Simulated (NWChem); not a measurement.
System: SbH, triplet; SMILES [SbH]

Results from NWChem. Spin-unrestricted. No stability test was run on the SCF state. def2 effective core potentials on Sb; no spin-orbit coupling. Each level has its own optimisation; frequencies are unscaled.

```
level                                                   r H–Sb (Å)  highest harmonic frequency (cm⁻¹)  zero-point energy (kcal/mol)
------------------------------------------------------  ----------  ---------------------------------  ----------------------------
BP86/def2-TZVP (core potentials)                             1.734                               1851                           2.6
LDA (Slater exchange, VWN5)/def2-SVP (core potentials)       1.736                               1867                           2.7
B3LYP/3-21G (all-electron, non-relativistic)                 1.763                               1840                           2.6
UHF/STO-3G (all-electron, non-relativistic)                  1.646                               2346                           3.4
PBE0-D3(BJ)/def2-TZVP (core potentials)                      1.717                               1930                           2.8
```
